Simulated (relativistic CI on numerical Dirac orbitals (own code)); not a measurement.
**Level scheme of Ce XXIV**

Computed by Dirac-Coulomb-Breit CI, KLI orbitals optimised for each configuration, model QED (radiative potential, 1s self-energy scaled to tabulated hydrogen-like ionisation energies), unscaled Slater integrals (own radial code, finite nucleus).

Configurations in the expansion (outside the closed core [Ar] 3d10): 4s²4p⁵, 4s4p⁶, 4s²4p⁴4d, 4s4p⁵4d, 4s²4p⁴4f, 4s4p⁵4f, 4p⁶4d, 4s4p⁴4d², 4s²4p³4d4f, 4p⁶4f, 4s²4p⁴5s, 4p⁵4d², 4p⁴4d³, 4p⁴4d²4f, 4p⁴4d²5s. Double excitations out of closed p, d and f shells are left out; levels of such configurations are missing from the list, as are those of other unlisted configurations, and high levels can miss mixing partners.

The lowest level is 4s²4p⁵ ²P°3/2, with 99 % of that term; Hund's rules for 4s²4p⁵ give ²P° with J = 3/2, in agreement.

```
No.  Configuration  Term    J  E (cm⁻¹)   %  Landé g      jj configuration (%)
  1         4s²4p⁵   ²P°  3/2         0  99    1.332              4p3/2^3 (99)
  2         4s²4p⁵   ²P°  1/2    191899  99    0.663        4p1/2 4p3/2^4 (99)
  3          4s4p⁶    ²S  1/2    649545  75    2.014                   4s (75)
  4       4s²4p⁴4d    ⁴D  3/2    743486  45    1.185        4p3/2^2 4d3/2 (96)
  5       4s²4p⁴4d    ⁴D  5/2    748657  57    1.279        4p3/2^2 4d3/2 (81)
  6       4s²4p⁴4d    ²P  1/2    757580  49    0.960        4p3/2^2 4d3/2 (67)
  7       4s²4p⁴4d    ⁴D  7/2    766305  40    1.262        4p3/2^2 4d3/2 (64)
  8       4s²4p⁴4d    ²F  7/2    792377  53    1.156        4p3/2^2 4d5/2 (64)
  9       4s²4p⁴4d    ⁴F  9/2    797985  73    1.274        4p3/2^2 4d5/2 (98)
 10       4s²4p⁴4d    ²D  3/2    812995  53    0.951        4p3/2^2 4d3/2 (81)
 11       4s²4p⁴4d    ⁴P  1/2    842321  57    1.986        4p3/2^2 4d5/2 (54)
 12       4s²4p⁴4d    ²D  5/2    864262  43    1.249        4p3/2^2 4d5/2 (94)
 13       4s²4p⁴4d    ²D  3/2    874325  37    1.015        4p3/2^2 4d5/2 (62)
 14       4s²4p⁴4d    ⁴F  5/2    883258  39    1.081        4p3/2^2 4d5/2 (54)
 15       4s²4p⁴4d    ⁴D  1/2    909192  73    0.287  4p1/2 4p3/2^3 4d3/2 (94)
 16       4s²4p⁴4d    ⁴D  3/2    932889  35    1.045  4p1/2 4p3/2^3 4d3/2 (87)
 17       4s²4p⁴4d    ²F  5/2    964915  40    1.023  4p1/2 4p3/2^3 4d3/2 (89)
 18       4s²4p⁴4d    ⁴F  7/2    968004  53    1.162  4p1/2 4p3/2^3 4d5/2 (63)
 19       4s²4p⁴4d    ²F  7/2    970577  47    1.112  4p1/2 4p3/2^3 4d3/2 (63)
 20       4s²4p⁴4d    ²P  3/2    984231  48    1.322  4p1/2 4p3/2^3 4d5/2 (96)
 21       4s²4p⁴4d    ²F  5/2    997963  53    1.126  4p1/2 4p3/2^3 4d5/2 (93)
 22       4s²4p⁴4d    ²G  9/2   1004671  73    1.167  4p1/2 4p3/2^3 4d5/2 (98)
 23       4s²4p⁴4d    ²D  5/2   1016329  50    1.192  4p1/2 4p3/2^3 4d5/2 (94)
 24       4s²4p⁴4d    ²F  7/2   1041126  81    1.140  4p1/2 4p3/2^3 4d5/2 (96)
 25       4s²4p⁴4d    ²S  1/2   1080757  62    1.897  4p1/2 4p3/2^3 4d3/2 (65)
 26       4s²4p⁴4d    ²P  3/2   1082593  54    1.030  4p1/2 4p3/2^3 4d5/2 (38)
 27       4s²4p⁴4d    ²D  5/2   1109771  84    1.170  4p1/2 4p3/2^3 4d3/2 (69)
 28       4s²4p⁴4d    ²D  3/2   1121358  59    0.976  4p1/2 4p3/2^3 4d3/2 (54)
 29       4s²4p⁴4d    ²P  1/2   1178956  85    0.847  4p1/2 4p3/2^3 4d5/2 (79)
 30       4s²4p⁴4d    ²D  5/2   1225536  51    1.180        4p3/2^4 4d5/2 (94)
```

Energies count from the lowest computed level; ° marks odd parity. Filled j subshells are mostly left out of the jj labels.

The mean weight of the leading LS term, summed over parents, in these 30 levels is 59 %, and that of the leading jj configuration (from the same eigenvectors) 79 %, so jj coupling describes them better and the LS labels are nominal.

At this charge energies of transitions that change n are usually good to better than 1 %, and those within a shell (Δn = 0) to a few per cent.

LS names give the leading component of a level, which can be under half, so a name can repeat, a term be missing and a line seem to break the LS rules.
